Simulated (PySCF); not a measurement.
Vertical excitations of a molecule C2H4FNOSi from PySCF with TDA-ωB97X/def2-SVPD, as energy in eV (oscillator strength): 7.36 (0.000), 7.56 (0.012), 7.58 (0.005), 7.87 (0.001), 8.03 (0.000), 8.37 (0.016), 8.56 (0.206), 8.87 (0.038), 8.99 (0.011), 9.35 (0.013). Lowest triplet (TDA): 6.71 eV. Coordinates come from a B3LYP-D3(BJ)/def2-SVP optimisation. One conformer was computed; it need not be the lowest.

Q: Pick the molecule that these values belong to.
(A) F[C@@H]1N=CO[SiH2]1
(B) O=C=N[SiH2]CF
(C) O[Si@@]1(F)C=NC1
(D) F[Si@@H]1COC=N1

A: B, O=C=N[SiH2]CF
